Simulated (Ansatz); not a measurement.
`C[SiH](F)[SiH2]Cl` + PH₃ → `C[SiH](F)P` + `[SiH3]Cl` at 400 K and 1 bar (cleavage of the Si–Si bond).

Calculated with Ansatz (gas phase, PBE0-D4/def2-TZVP geometries, no zero-point term in ΔE). CBS: MP2 limit from def2 TZ/QZ plus the TZ coupled-cluster correction, frozen cores. This one scheme is used for every species. Each species was taken in one conformer, which may not be the lowest.

| species | CCSD(T)/CBS energy (Eh) | H − E (kJ/mol) | S (J/(mol·K)) |
| --- | --- | --- | --- |
| `C[SiH](F)[SiH2]Cl` | -1179.51385 | 215.3 | 423.3 |
| PH₃ | -342.72256 | 77.1 | 221.7 |
| `C[SiH](F)P` | -771.55123 | 206.1 | 373.2 |
| `[SiH3]Cl` | -750.69636 | 85.8 | 267.3 |

H − E and S are ideal-gas, rigid-rotor, harmonic terms from PBE0-D4/def2-TZVP, for one conformer and one mirror image of each species. 1 Eh = 2625.50 kJ/mol, R = 8.31446 J/(mol·K).

Problem. By hand: ΔE, ΔH, ΔS and ΔG.

Solution. ΔE = (-771.55123) + (-750.69636) − (-1179.51385) − (-342.72256) = -0.01118 Eh = -29.4 kJ/mol. Δ(H − E) = 206.1 + 85.8 − 215.3 − 77.1 = -0.5, so ΔH = -29.9 kJ/mol. ΔS = 373.2 + 267.3 − 423.3 − 221.7 = -4.5 J/(mol·K). ΔG = -29.9 − 400 × (-4.5)/1000 = -28.1 kJ/mol.

Problem. By hand: the equilibrium constant, and the temperature at which ΔG would vanish if ΔH and ΔS stayed fixed.

Solution. log₁₀ K = −ΔG/(RT ln 10) = 3.7. ΔG = 0 at ΔH/ΔS = 6644 K, far beyond where these terms or the molecules hold.

The number of gas molecules stays the same, so ΔS is small and ΔH decides. A doubt of 5 kJ/mol in ΔE shifts log₁₀ K by 0.7 here. Other conformers and mirror images would add mixing entropy, several J/(mol·K) or more a flexible species. Modes under 60 cm⁻¹, often nearly free rotors, make the harmonic entropy too high. These are equilibria of isolated gas molecules and say nothing of rates. Largest T1 diagnostic: 0.013 (customary marks: 0.02 for closed shells, 0.045 for open ones).
